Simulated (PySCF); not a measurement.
PySCF input file for C2H4BN3, SMILES NB1N=CC=N1, IEF-PCM-B3LYP/def2-SVP. Geometry optimised at B3LYP-D3(BJ)/def2-SVP. This is a generated structure with no PubChem entry under its InChIKey; it may be hypothetical. One conformer was computed; it need not be the lowest.

```python
import numpy as np
from pyscf import gto, scf, dft
from pyscf.solvent import pcm

mol = gto.M(
    atom='''
    N     0.00000000   -0.00000000    2.06088954
    B     0.00000000    0.00000000    0.67825066
    N     0.00000000    1.24471969   -0.16461969
    C     0.00000000    0.76642239   -1.34892096
    C     0.00000000   -0.76642238   -1.34892096
    N     0.00000000   -1.24471970   -0.16461969
    H     0.00000000   -0.85706800    2.60186036
    H     0.00000000    0.85706800    2.60186036
    H     0.00000000    1.38031326   -2.26473684
    H     0.00000000   -1.38031324   -2.26473683
    ''',
    basis='def2-SVP',
    charge=0,
    spin=0,
    max_memory=1600,
    verbose=3,
)
mf = dft.RKS(mol, xc='b3lyp').density_fit(auxbasis='def2-universal-jkfit')
mf.grids.level = 3
mf.conv_tol = 1e-9
mf.max_cycle = 100
mf.kernel()
res = {}
for name, eps in {'water': 78.355, '1-octanol': 9.8629, 'ethylethanoate': 5.9867}.items():
    s = mf.PCM()
    s.with_solvent.method, s.with_solvent.eps, s.with_solvent.lebedev_order = 'IEF-PCM', eps, 29
    s.kernel(mf.make_rdm1())
    res[name] = (s.e_tot, eps, s.dip_moment(), s.mo_energy, s.converged)
    print(f'{name}: electrostatic solvation free energy {(s.e_tot - mf.e_tot) * 627.509474:.3f} kcal/mol')
```

Program output:

```
converged SCF energy = -267.571371726653

WARN: PCM is an experimental feature. It is still in testing.
Features and APIs may be changed in the future.

converged SCF energy = -267.58507943495
Dipole moment(X, Y, Z, Debye): -0.00000,  0.00000,  0.76836
water: electrostatic solvation free energy -8.602 kcal/mol

WARN: PCM is an experimental feature. It is still in testing.
Features and APIs may be changed in the future.

converged SCF energy = -267.583201546014
Dipole moment(X, Y, Z, Debye): -0.00000,  0.00000,  0.79647
1-octanol: electrostatic solvation free energy -7.423 kcal/mol

WARN: PCM is an experimental feature. It is still in testing.
Features and APIs may be changed in the future.

converged SCF energy = -267.581933838787
Dipole moment(X, Y, Z, Debye): -0.00000,  0.00000,  0.81144
ethylethanoate: electrostatic solvation free energy -6.628 kcal/mol
```

Self-consistency was reached.

Cost: very roughly 40 core-seconds.
